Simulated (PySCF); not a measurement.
A run for PySCF: R-B3LYP/6-31G* on NH3 (SMILES N).

```python
from pyscf import gto, scf, dft, mp
from pyscf.data.elements import chemcore

mol = gto.M(
    atom='''
    N     0.01522322   -0.00224475   -0.13802728
    H    -0.71300871    0.61806576   -0.47296942
    H     0.89789972    0.34402507   -0.49617708
    H    -0.14559084   -0.91232292   -0.55419199
    ''',
    basis='6-31g*',
    cart=True,
    charge=0, spin=0, verbose=3, max_memory=1800)
mf = dft.RKS(mol, xc='b3lyp')
mf.conv_tol = 1e-8
mf.max_cycle = 100
mf.kernel()
if not mf.converged:
    mf = mf.newton().run(mf.mo_coeff, mf.mo_occ)
```

It printed:

```
converged SCF energy = -56.5477566657283
```

Self-consistency was reached.

Cost: around 0.4 core-seconds (rough).
